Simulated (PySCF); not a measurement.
C3H9NOSi, SMILES C/C=C/[Si@H](O)N.

Geometry optimised at ωB97X-D3(BJ)/def2-SVP. The structure was generated by enumeration; whether it is a known compound was not checked. One conformer was computed; it need not be the lowest.

Two levels are set side by side: TDA-PBE/def2-SVPD (PySCF) and TDA-CAM-B3LYP/def2-SVPD (PySCF). Vertical, same geometry. The lowest singlet is HOMO→LUMO 96 % with PBE and HOMO−1→LUMO 58 %, HOMO→LUMO 21 % with the other functional; states are paired by order. Differences are taken from unrounded values.

```tsv
quantity	TDA-CAM-B3LYP	TDA-PBE	TDA-PBE minus TDA-CAM-B3LYP
lowest singlet excitation (eV)	6.70	4.98	-1.72
lowest triplet excitation (TDA) (eV)	4.22	4.29	0.07
first bright state (f over 0.05) (eV)	7.39	6.19	-1.21
its oscillator strength	0.55	0.06	-0.49
```

Functionals without exact exchange tend to place singlet excitations lower, as here. Differences between two approximate levels are no errors against the true value.

Rough cost on one machine, each run with all the roots and properties that it gave: TDA-CAM-B3LYP against TDA-PBE about 5 times.
